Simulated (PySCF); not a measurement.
## `C=C[C@@H]1C[C@@H]1[SiH3]`, C5H10Si

Geometry:
```
atom   x (Å)   y (Å)   z (Å)
  C1   2.587   0.384   0.024
  C2   1.273   0.499   0.127
  C3   0.320   0.015  -0.878
  C4  -0.964   0.759  -1.107
  C5  -1.004  -0.591  -0.458
 Si6  -1.481  -0.800   1.354
  H7   3.252   0.755   0.784
  H8   3.049  -0.087  -0.829
  H9   0.834   0.977   0.993
 H10   0.794  -0.420  -1.752
 H11  -1.321   0.865  -2.122
 H12  -1.155   1.625  -0.491
 H13  -1.339  -1.395  -1.105
 H14  -0.479  -1.619   2.040
 H15  -2.788  -1.462   1.395
 H16  -1.586   0.504   2.014
```

Method used: TDDFT CAM-B3LYP/def2-SVPD circular dichroism and optical rotation, one conformer, gas phase in PySCF 2.14.0. Geometry: GFN2-xTB.

The molecule is flexible and this is one conformer; a measurement averages over conformers. States above about 8.3 eV lie in this functional's continuum (it starts at minus the energy of the highest occupied orbital, well below the true ionisation energy for most functionals) and depend on the basis.

Task: Draw the ECD and absorption spectra from the lowest 12 states, each a Gaussian of half-width 0.2 eV at 1/e height.

Result: 
| E (eV) | λ (nm) | Δε (L mol⁻¹ cm⁻¹) | ε (L mol⁻¹ cm⁻¹) |
| --- | --- | --- | --- |
| 6.37 | 195 | +0.04 | 77.7 |
| 6.52 | 190 | +0.99 | 1890 |
| 6.67 | 186 | +8.54 | 15000 |
| 6.82 | 182 | +26.08 | 38900 |
| 6.97 | 178 | +29.26 | 33600 |
| 7.12 | 174 | +12.04 | 11000 |
| 7.27 | 170 | +0.65 | 2790 |
| 7.42 | 167 | -0.66 | 1150 |
| 7.57 | 164 | +5.76 | 1470 |
| 7.72 | 161 | +5.04 | 3770 |
| 7.87 | 157 | -12.81 | 4680 |
| 8.02 | 155 | -4.29 | 2690 |
| 8.17 | 152 | +23.84 | 1990 |
| 8.32 | 149 | +21.85 | 3080 |

Δε uses R in velocity form, ε uses f in length form. Only the states computed contribute, so the short-wavelength end is incomplete.

The sign of the CD band at 172 nm isn't settled: the length form gives the opposite one.
